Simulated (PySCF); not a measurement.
Ga(Me)(NHMe)2, SMILES C[NH][Ga]([CH3])[NH]C (C3H11GaN2), GFN2-xTB optimised geometry.

```
17

Ga     0.25    -0.51     0.00
C      2.27    -0.51     0.00
H      2.66    -1.53     0.01
H      2.65     0.01     0.88
H      2.65     0.00    -0.89
N     -0.74     1.03     0.00
C     -0.24     2.40     0.00
H     -1.75     1.02     0.01
H     -0.56     2.96     0.89
H     -0.57     2.96    -0.89
H      0.86     2.38    -0.01
N     -0.70    -2.08    -0.01
C     -2.13    -2.33    -0.01
H     -0.18    -2.96     0.01
H     -2.45    -2.89     0.88
H     -2.44    -2.91    -0.90
H     -2.66    -1.38    -0.03
```

Density from CAM-B3LYP/def2-SVP (PySCF) at that geometry.

Minimum of the electron density along straight lines between bonded atoms, close to the bond critical point (lines longer than 1.1 times the sum of covalent radii, or with two minima, are not listed):

| bond | length / Å | ρ at the minimum / e bohr⁻³ | ∇²ρ there / e bohr⁻⁵ | position (fraction from the first atom) |
|---|---|---|---|---|
| Ga1–C2 | 2.022 | (withheld) | 0.13 | 0.47 |
| C2–H3 | 1.091 | 0.270 | -0.97 | 0.63 |
| C2–H4 | 1.092 | 0.269 | -0.96 | 0.63 |
| C2–H5 | 1.092 | 0.269 | -0.96 | 0.63 |
| Ga1–N6 | 1.835 | 0.127 | 0.57 | 0.47 |
| N6–C7 | 1.457 | 0.265 | -0.74 | 0.60 |
| N6–H8 | 1.013 | 0.330 | -1.49 | 0.76 |
| C7–H9 | 1.096 | 0.276 | -1.02 | 0.63 |
| C7–H10 | 1.096 | 0.276 | -1.02 | 0.63 |
| C7–H11 | 1.092 | 0.278 | -1.05 | 0.63 |
| Ga1–N12 | 1.835 | 0.127 | 0.57 | 0.47 |
| N12–C13 | 1.457 | 0.265 | -0.74 | 0.60 |
| N12–H14 | 1.014 | 0.330 | -1.49 | 0.76 |
| C13–H15 | 1.096 | 0.276 | -1.02 | 0.63 |
| C13–H16 | 1.096 | 0.276 | -1.02 | 0.63 |
| C13–H17 | 1.091 | 0.279 | -1.05 | 0.63 |

Some entries are withheld; supply them.


- Ga1–C2, ρ at the minimum / e bohr⁻³: 0.106
